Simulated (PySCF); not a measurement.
Checking a proposed structure

A compound C$_{6}$H$_{10}$F$_{2}$OSi gives the data below (simulated from a calculation) and was assigned the structure `C[SiH](C)/C=C\C(=O)C(F)F`.

13C{1H} NMR (computed): δ 156.7 (C), 127.8 (CH), 108.3 (CH2), 71.7 (C), 25.1 (CH3), 12.0 (CH2).

1H NMR (400 MHz, computed): δ 6.31 (m, 1H), 4.87 (br s, 1H), 4.37 (br s, 1H), 3.48 (m, 1H), 2.64 (m, 1H), 2.31 (s, 3H), 1.62 (m, 1H), 1.37 (m, 1H).

PySCF 2.14.0 with density-fitted response routines calculation with geometry from GFN2-xTB and GIAO PBE0/pcSseg-1 shieldings; no solvent, averaged over atoms made equivalent by symmetry, fast rotation or ring inversion, non-relativistic Hamiltonian, single conformer.

Chemical shifts δ = σref − σ; 1H (σ = 31.72 ppm) and 13C (σ = 186.93 ppm) vs TMS, all at this level.

**Question.** Compare with the shifts computed for the proposed structure, pairing carbons in order of shift.

**Answer.** Atom-mapped SMILES (the numbers label the heavy atoms): `[CH3:1][SiH:2]([CH3:3])/[CH:4]=[CH:5]\[C:6](=[O:7])[CH:8]([F:9])[F:10]`. Hydrogens are named by the atom that carries them.

| atom | computed for proposal | given list | difference |
| --- | --- | --- | --- |
| C6 | 195.5 | 156.7 | +38.8 |
| C4 | 180.1 | 127.8 | +52.3 |
| C5 | 140.2 | 108.3 | +31.9 |
| C8 | 119.1 | 71.7 | +47.4 |
| C1 | -2.9 | 25.1 | -28.0 |
| C3 | -2.9 | 12.0 | -14.9 |

The rms difference is 37.7 ppm and the largest +52.3 ppm at C4 (β carbon of a C=C–C=O unit). The proposal also would give 5 carbon signals, not 6. The carbon types in order of shift don't match either: C, CH, CH, CH, CH3, CH3 for the proposal against C, CH, CH2, C, CH3, CH2 in the data. The proposal doesn't fit.

**Question.** Which isomer fits?

**Answer.** `InChI=1S/C6H10F2OSi/c1-4(2)6(3-10-6)9-5(7)8/h5H,1,3,10H2,2H3/t6-/m0/s1`.

1. Carbon types of the structure: 2 × C, 1 × CH, 2 × CH2, 1 × CH3, leaving 2 H on heteroatoms.
2. δC 156.7: fully substituted alkene carbon; an sp2 carbon of a C=C bond.
3. δC 127.8: sp3 CH bonded to 2 F and O; 3 electronegative neighbours deshield it.
4. δC 108.3: terminal =CH2 carbon; the olefinic region.
5. δC 71.7, 12.0: three-membered-ring carbon.

Other isomers checked: C=CC/C(=C/O[SiH3])C(F)F (rms 45.3 ppm).

The data come from this structure; uniqueness wasn't tested.

Splittings by 19F in the carbon and heteronuclear signals aren't shown, as no couplings were computed. Shifts are as computed. Against solution values, carbons near 30 ppm lie about +3 ppm off and those near 130 ppm about +5 ppm. Of 1309 compounds with measured shifts, 239 miss one by over three times the rms of a fit or turn the order of signals round; such compounds aren't used in these exercises. Multiplicities follow the n + 1 count of equivalent neighbours, as no J values were calculated; m marks all less simple cases, F and P coupling included.
